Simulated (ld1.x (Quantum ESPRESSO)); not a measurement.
**Configuration tests for Cl (PAW)**

ld1.x (Quantum ESPRESSO) 7.5 input, shortened:

```
&input
   title='Cl', zed=17., rel=1, dft='PZ', iswitch=3,
   config='[Ne] 3s2 3p5'
 /
 &inputp
   pseudotype=3, lpaw=.true., tm=.true., lloc=-2, rcloc=1.40,
   nlcc=.true., new_core_ps=.true.,
   which_augfun='PSQ', rmatch_augfun_nc=.true.
 /
4
3S  1  0   2.00   0.00  1.25  1.55  0.0
3S  1  0   0.00  -1.15  1.25  1.55  0.0
3P  2  1   5.00   0.00  1.35  1.45  0.0
3P  2  1   0.00   1.50  1.35  1.45  0.0
 &test
   configts(1)='3s2 3p5'
 /
```

Energies are relative to the spin-unpolarised reference configuration 3s2 3p5; without spin polarisation the order of configurations can differ from experiment. Spin-polarised rows fill each open shell by Hund’s rule, majority spin first.

```
   valence configuration  charge  ΔE all-electron (eV)  error AE − PS (meV)
                 3s2 3p4      +1                13.972                 -1.8
                 3s2 3p3      +2                39.500                 -8.4
                 3s2 3p2      +3                77.895                  -29
               3s2 3p4.5    +0.5                 5.634                 -0.6
               3s2 3p5.3    -0.3                -2.172                 +0.2
3s2 3p5 (spin-polarised)       0                -0.186                 -0.1
3s2 3p4 (spin-polarised)      +1                13.092                 -2.4
```

Problem. What are ΔE and the potential's error for 3s1 3p6?

Solution. ΔE = 12.048 eV all-electron; the error (AE − PS) is -0.4 meV.

Problem. What are ΔE and the potential's error for 3s1 3p5?

Solution. ΔE = 26.566 eV all-electron; the error (AE − PS) is -2.3 meV.
